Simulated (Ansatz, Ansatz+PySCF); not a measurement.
```xyz
3

Co    0.0000    0.0000    0.0000
F     0.0000    0.0000    1.7400
F     0.0000    0.0000   -1.7400
```

Basis set: def2-SVP (spherical functions). Charge 0, multiplicity 2.

Computed with Ansatz (development build ahead of 0.2.0); each method stands on the lowest determinant of its kind that the runs found. Restricted functionals stand beside restricted open-shell atoms, which can lie above the unrestricted atoms usual in DFT and then raise those values.

Give the atomization energy at this shape (free ground-state atoms in the same class of orbitals less the molecule, no zero-point energy) of doublet CoF2 by PBE0 (unrestricted), PBE0 (restricted open-shell), UHF, ROHF.

```csv
method,atomization energy
PBE0 (unrestricted),8.57 eV
PBE0 (restricted open-shell),7.68 eV
UHF,4.61 eV
ROHF,3.96 eV
```

Caution: another spin multiplicity may lie lower. Caution for PBE0 (unrestricted), UHF: the unrestricted determinant is a mixture of spin states. Caution for PBE0 (restricted open-shell), ROHF: an unrestricted determinant lies well below. Caution for ROHF: no wide search was run, a lower solution can exist.
